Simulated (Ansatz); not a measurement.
Basis-set extrapolation for AlBH$_{4}$S$_{2}$, SMILES `[AlH2][S]BS` (PBE0-D4/def2-TZVP geometry, frozen core, the Gaussian-basis code of Ansatz). Multiplicity 1, RHF reference.

```json
{"": "HF", "def2-TZVPP": "-1064.113171", "def2-QZVPP": "-1064.143488"}
{"": "MP2 correlation", "def2-TZVPP": "-0.534038", "def2-QZVPP": "-0.577958"}
{"": "CCSD(T) correlation", "def2-TZVPP": "-0.615451", "def2-QZVPP": "not run"}
```

Energies in hartree. Use E(X) = E(∞) + A·exp(−7.88·√X) for Hartree–Fock and E(X) = E(∞) + B·X^(−2.97) for correlation, with X = 3 and 4, and add CCSD(T) minus MP2 of the smaller set to the MP2 limit.

**Question.** What is the CCSD(T) energy at the basis-set limit?

**Answer.** HF limit: -1064.143488 + (-0.030317) × 0.13774 = -1064.14766. MP2 limit: -0.577958 + (-0.043920) × 0.74074 = -0.61049. Higher-order term: -0.615451 − (-0.534038) = -0.08141. Total: -1064.83956 hartree, 291.3 kJ/mol below CCSD(T)/def2-TZVPP.
